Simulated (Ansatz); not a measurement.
System: CH3Cl2Ga, net charge 0, singlet state. 
Coordinates optimised at B3LYP-D3(BJ)/def2-TZVP (Ansatz, an electronic-structure program):
```xyz
7

C     -2.1776    -0.5227    -0.1380
Ga    -0.2781    -0.0674    -0.0223
Cl     1.2834    -1.5487     0.0710
Cl     0.4391     1.9631     0.0444
H     -2.2985    -1.4938    -0.6141
H     -2.7080     0.2440    -0.6997
H     -2.5892    -0.5685     0.8710
```
Charge 0, spin multiplicity 1.

Property: vertical ionisation energy (to the doublet state of charge +1; each state is the SCF solution reached for its spin), in eV. Valence correlation only, unless marked. UHF or UKS for open shells. No spin-orbit coupling. Frozen are the shells of the preceding noble gas and the d and f shells that filled before the atom's block. Non-relativistic. CBS marks a two-point X^-3 extrapolation of the correlation energy; Hartree-Fock from the larger set.

```csv
level,program,vertical ionisation energy (eV)
r2SCAN/def2-TZVPD,Ansatz,10.55
B3LYP/def2-TZVPD,Ansatz,10.70
PBE0/def2-TZVPD,Ansatz,10.77
BHLYP/def2-TZVPD,Ansatz,[?]
wB97M-V/def2-TZVPD,Ansatz,[?]
wB97X-V/def2-TZVPD,Ansatz,[?]
B2PLYP/def2-TZVPD,Ansatz,10.90
SCS-MP2/def2-QZVPPD,Ansatz,11.46
CCSD/def2-SVPD,Ansatz,[?]
CCSD/def2-TZVPPD,Ansatz,11.21
CCSD/def2-QZVPPD,Ansatz,11.30
"CCSD(T)/CBS(def2-TZVPPD,def2-QZVPPD)",Ansatz,11.33
```

### Question
Fill in the missing entries.

### Answer

- BHLYP/def2-TZVPD, vertical ionisation energy (eV): 11.01
- wB97M-V/def2-TZVPD, vertical ionisation energy (eV): 11.12
- wB97X-V/def2-TZVPD, vertical ionisation energy (eV): 11.18
- CCSD/def2-SVPD, vertical ionisation energy (eV): 11.19
